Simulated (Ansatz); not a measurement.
CH$_{4}$F$_{2}$O$_{2}$Sn, SMILES `C[O][Sn]([OH])([F])[F]`, relaxed with RKS PBE0-D4/def2-TZVP in Ansatz from a PBE-D4/def2-SVP geometry. The force threshold is 0.005 eV/Å; the program also tests the step.

Charge 0, multiplicity 1. Sn takes the def2 core potential.

Start:

```xyz
10

C    -1.377   -0.025   -1.132
O    -0.205   -0.819   -0.946
Sn    0.953   -0.429    0.616
O     1.485    1.487    0.681
F     0.106   -0.858    2.320
F     2.483   -1.614    0.480
H    -1.814   -0.328   -2.106
H    -2.144   -0.200   -0.345
H    -1.162    1.067   -1.180
H     1.676    1.720    1.613
```

| step | energy (eV) | largest force (eV/Å) | largest move (Å) |
| --- | --- | --- | --- |
| 1 | -16457.7143 | 1.189 | 0.000 |
| 2 | -16457.8754 | 0.252 | 0.064 |
| 3 | -16457.8823 | 0.058 | 0.019 |
| 4 | -16457.8832 | 0.023 | 0.015 |
| 5 | -16457.8833 | 0.016 | 0.012 |
| 6 | -16457.8834 | 0.005 | 0.006 |
| 7 | -16457.8834 | 0.006 | 0.007 |
| 8 | -16457.8834 | 0.005 | 0.005 |
| 9 | -16457.8834 | 0.002 | 0.004 |

End:

```xyz
10

C    -1.369   -0.019   -1.123
O    -0.200   -0.791   -0.891
Sn    0.937   -0.424    0.612
O     1.458    1.433    0.699
F     0.118   -0.873    2.269
F     2.434   -1.568    0.461
H    -1.784   -0.354   -2.075
H    -2.121   -0.174   -0.343
H    -1.149    1.051   -1.200
H     1.676    1.719    1.591
```

It took 12 s on 2 threads of an AMD EPYC 7R13 on a shared host and a share of an NVIDIA H100 80 GB, with 0.87 GiB of host memory at the peak.
